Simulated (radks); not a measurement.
Task: All-electron calculation, scalar-relativistic Kohn-Sham, LDA (Slater exchange, Perdew-Wang correlation), spin-polarised, spherical densities, point nucleus; open shells are filled with parallel spins first (spin-orbit coupling, left out, can overturn this in heavy ions). Program: a radial shooting solver on a logarithmic mesh with Libxc functionals. Each species is in its NIST ground configuration. Rank Re, Au, Lu, Ta, Os, Ir, Hg, Hf, Pt, W by mean radius of the outermost orbital (bohr), largest first.

Result: Lu 3.65, Hf 3.50, Ta 3.39, W 3.30, Re 3.22, Os 3.07, Ir 2.95, Pt 2.88, Au 2.83, Hg 2.68.
